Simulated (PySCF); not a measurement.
C₃H₆BFO, SMILES FCB1CCO1.

Geometry optimised at PBE0-D3(BJ)/def2-SVP. The structure was generated by enumeration, and PubChem lists no compound with its InChIKey, so it may never have been made. The values are those of a single conformer.

Computed with PBE0-D3(BJ)/def2-SVP (PySCF).

No scaling factor is applied to the harmonic values.

```tsv
mode	ν (cm⁻¹)	IR (km/mol)	moving atoms (share of kinetic energy)
1	59	7.3	H 33 %, C 32 %, F 23 %, O 10 %
2	156	5.3	F 41 %, C 30 %, H 12 %, B 11 %
3	161	2.6	H 43 %, C 28 %, O 16 %, B 11 %
4	336	1.2	H 52 %, B 36 %, O 11 %
5	424	0.0	F 36 %, O 28 %, C 21 %, B 9 %
6	596	7.7	C 63 %, H 22 %, O 10 %
7	649	2.3	H 75 %, C 23 %
8	810	2.7	H 83 %, C 11 %
9	843	4.3	C 46 %, O 27 %, H 20 %
10	968	13.0	H 45 %, B 31 %, C 21 %
11	978	5.1	C 57 %, H 35 %
12	1009	64.8	C 46 %, O 41 %, H 12 %
13	1086	6.9	C 46 %, H 35 %, B 11 %
14	1119	108.8	C 46 %, F 32 %, H 21 %
15	1168	0.4	H 67 %, C 30 %
16	1194	0.5	H 95 %
17	1200	73.9	B 40 %, H 29 %, C 19 %, O 11 %
18	1246	2.3	H 91 %
19	1268	92.9	H 58 %, B 25 %, C 11 %
20	1354	27.9	H 57 %, C 26 %, B 11 %
21	1406	32.5	H 80 %, C 15 %
22	1434	49.7	H 88 %
23	1456	53.7	H 49 %, B 28 %, C 17 %
24	1509	30.0	H 69 %, B 15 %, C 12 %
25	3032	17.2	H 95 %
26	3077	49.4	H 95 %
27	3081	15.9	H 91 %, C 9 %
28	3113	1.1	H 94 %
29	3145	17.1	H 90 %, C 10 %
30	3178	3.3	H 90 %, C 10 %
```
